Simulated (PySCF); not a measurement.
## Structure revision by computed shifts

A compound C7H15OP gives the data below (simulated from a calculation) and was assigned the structure `C[C@@H]1CCC[P@](C)(=O)C1`.

¹³C{¹H} NMR (computed): δ 34.2 (CH), 31.2 (CH), 30.7 (CH), 19.4 (CH3), 18.4 (CH3), 16.5 (CH3), 13.6 (CH3).

¹H NMR (500 MHz, computed): δ 1.52 (m, 3H), 1.50 (m, 3H), 1.50 (m, 3H), 1.28 (m, 1H), 1.22 (m, 1H), 1.21 (m, 3H), 0.65 (m, 1H).

PySCF calculation with σ from GIAO-PBE0/pcSseg-1 and structure optimised with GFN2-xTB; one computed conformer, no solvent model, non-relativistic, averaged over atoms made equivalent by symmetry, fast rotation or ring inversion.

Referencing at the same level of theory: ¹H (σref 31.72), ¹³C (σref 186.93) against TMS.

Problem. Compare with the shifts computed for the proposed structure, pairing carbons in order of shift.

Solution. Mapped SMILES: `[CH3:1][C@@H:2]1[CH2:3][CH2:4][CH2:5][P@:6]([CH3:7])(=[O:8])[CH2:9]1`; H(Xn) means a hydrogen on atom n.

| atom | computed for proposal | given list | difference |
| --- | --- | --- | --- |
| C9 | 43.9 | 34.2 | +9.7 |
| C3 | 39.1 | 31.2 | +7.9 |
| C5 | 35.1 | 30.7 | +4.4 |
| C2 | 34.8 | 19.4 | +15.4 |
| C1 | 27.4 | 18.4 | +9.0 |
| C4 | 27.1 | 16.5 | +10.6 |
| C7 | 15.9 | 13.6 | +2.3 |

The rms difference is 9.3 ppm and the largest +15.4 ppm at C2 (sp3 CH in a ring). The carbon types in order of shift don't match either: CH2, CH2, CH2, CH, CH3, CH2, CH3 for the proposal against CH, CH, CH, CH3, CH3, CH3, CH3 in the data. The proposal doesn't fit.

Problem. Which isomer fits?

Solution. `C[C@@H]1P(C(C)C)(=O)[C@H]1C`.

δC 31.2, 30.7: three-membered-ring carbon. δC 19.4, 18.4, 16.5, 13.6: methyl carbon; saturated and bonded to C and H only. δH 1.52, 1.50, 1.50, 1.21: hydrogen on a methyl carbon. δH 1.22, 0.65: hydrogen on a three-membered-ring carbon; cyclopropane-type protons are shielded by the ring.

Other isomers checked: CCCP1CCOCC1 (rms 22.1 ppm); C=C[P@@](C)(=O)C(C)(C)C (rms 58.7 ppm).

The shifts were computed for this structure.

Splittings by ³¹P in the carbon and heteronuclear signals aren't shown, as no couplings were computed. Shifts are as computed. Against solution values, carbons near 30 ppm lie about +3 ppm off and those near 130 ppm about +5 ppm. Of 1211 compounds with measured shifts, 218 miss one by over three times the rms of a fit or turn the order of signals round; such compounds aren't used in these exercises. Multiplicities follow the n + 1 count of equivalent neighbours, as no J values were calculated; m marks all less simple cases, F and P coupling included.
